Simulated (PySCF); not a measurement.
## Electric field gradients and quadrupole coupling constants

Species: Si(NH2)Me3, C3H11NSi.
Cartesian coordinates in Å at the PBE0-D3(BJ)/def2-SVP level; atoms count from 1:
```
atom  x, y, z in Å
Si1    0.0088   -0.0316    0.1575
N2     0.0843   -0.1772    1.8944
H3    -0.7824   -0.2871    2.4108
H4     0.7013    0.4504    2.4004
C5     1.7805   -0.0097   -0.4643
H6     1.8096   -0.0099   -1.5654
H7     2.3283   -0.8951   -0.1061
H8     2.3211    0.8872   -0.1213
C9    -0.8668    1.5280   -0.4469
H10   -0.8977    1.5722   -1.5480
H11   -0.3502    2.4334   -0.0896
H12   -1.9056    1.5718   -0.0817
C13   -0.9177   -1.5309   -0.4908
H14   -1.9553   -1.5510   -0.1192
H15   -0.4276   -2.4635   -0.1724
H16   -0.9650   -1.5210   -1.5910
```

Field gradients from the PBE0/pcSseg-1 density (PySCF, non-relativistic), principal values in atomic units, ordered |Vxx| ≤ |Vyy| ≤ |Vzz|:

| atom | Vxx | Vyy | Vzz |
| --- | --- | --- | --- |
| N2 | 0.3060 | 0.6507 | -0.9567 |

Q: Find the asymmetry η = (Vxx − Vyy)/Vzz and the couplings χ = eQV/h (234.96 MHz × Q in barn × V in au), with Q(14N) = 0.02044 b.

A: 
```csv
atom,environment,nucleus,η,χzz (MHz),χxx (MHz),χyy (MHz)
N2,nitrogen bonded to Si and 2 H,14N,0.36,-4.595,1.470,3.125
```

Q: What is Vzz at N2 in SI units (1 au = 9.71736 × 10²¹ V/m²)?

A: -0.9567 au = -9.297 × 10²¹ V/m².

Q: And the gradient at the other heavy atoms, for which no coupling is worked out here?

A: 
```csv
atom,environment,Vzz (au),η
Si1,silicon bonded to 3 C and N,0.238,0.24
C5,carbon bonded to Si and 3 H,-0.110,0.18
C9,carbon bonded to Si and 3 H,-0.125,0.01
C13,carbon bonded to Si and 3 H,-0.110,0.20
```

Q: What couplings would deuterons (Q(2H) = 0.00286 b) have in place of the hydrogens, at this geometry?

A: 
```tsv
atom	bonded to	bond length (Å)	Vzz (au)	η	χzz (kHz)
H3	N2	1.015	0.4111	0.17	276
H4	N2	1.015	0.4103	0.17	276
H6	C5	1.102	0.2990	0.02	201
H7	C5	1.101	0.2990	0.03	201
H8	C5	1.102	0.2990	0.02	201
H10	C9	1.102	0.2980	0.02	200
H11	C9	1.102	0.2991	0.02	201
H12	C9	1.102	0.2992	0.02	201
H14	C13	1.102	0.2984	0.02	200
H15	C13	1.101	0.2997	0.03	201
H16	C13	1.101	0.2994	0.02	201
```

Isolated species at its PBE0-D3(BJ)/def2-SVP geometry, gas phase. The small basis limits the accuracy of the gradients.
